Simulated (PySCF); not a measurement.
All values below come from B3LYP-D3(BJ)/def2-TZVP (PySCF 2.14.0). Gas-phase values, no solvent. One relaxed conformer stands for a flexible species; it need not be the lowest. B3LYP has the VWN-RPA correlation part, as in Gaussian. 

Reference species (SMILES): `C=NC` (neutral, multiplicity 1).

The HOMO is -7.11 eV.

Changed species: `C=CN`.

Task: Give the shifts of the HOMO.

Result: the HOMO increases by 1.31 eV, to -5.80 eV.
